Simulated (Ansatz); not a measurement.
The first iterations of a band of CH4 + CH4AlClO (13 atoms, charge 0, multiplicity 1).

These are results of RKS B3LYP/def2-SVP (Ansatz 0.2.0), not measurements.

```yaml
movable_images: 7
climbing_image: yes
spring: 5.0 eV/Å²
optimiser: quadratic models (default)
start_path: through a guess of the saddle point
force_threshold: 0.05 eV/Å
iteration_limit: 60
end_points: relaxed
```

First end point:

```xyz
13
Properties=species:S:1:pos:R:3
Al 0.012 -1.320 -0.340
Cl 1.192 -1.323 -2.109
C 0.803 -1.169 1.423
O -1.663 -1.580 -0.494
H 0.348 1.482 -1.202
C -0.221 2.116 -0.504
H 1.691 -0.517 1.431
H 0.074 -0.787 2.156
H 1.127 -2.167 1.769
H -2.138 -1.733 -1.317
H -0.245 1.659 0.497
H 0.270 3.097 -0.436
H -1.249 2.241 -0.874
```

Last end point:

```xyz
13
Properties=species:S:1:pos:R:3
Al -0.422 -0.357 0.148
Cl 1.513 -0.460 -2.114
C 0.841 -1.088 1.450
O -1.610 -1.466 -0.419
H 1.411 0.819 -2.269
C -0.628 1.574 -0.205
H 1.824 -0.587 1.421
H 0.450 -0.968 2.477
H 1.003 -2.167 1.292
H -2.342 -1.246 -1.001
H -1.321 2.026 0.528
H 0.325 2.124 -0.104
H -1.045 1.797 -1.203
```

| iteration | highest image above the first end (eV) | largest band force component (eV/Å) |
| --- | --- | --- |
| 1 | 2.631 | 2.873 |
| 2 | 2.193 | 1.250 |
| 3 | 2.155 | 1.146 |
| 4 | 2.130 | 0.453 |

**Question.** Does the band converge within its limit, and where does its top end?

**Answer.** The run converged. It ended after 12 iterations with the highest image 2.065 eV above the first end. A vibrational analysis at the climbing image gives one clearly imaginary mode, 573i cm⁻¹: a first-order saddle point. The orbitals stay closed-shell, which can raise the energy where a bond breaks towards radicals; this wasn't checked here.

Run time: 2.8 min on 2 threads of Intel(R) Xeon(R) 6975P-C (Granite Rapids), on a shared host, peak memory 0.29 GiB.
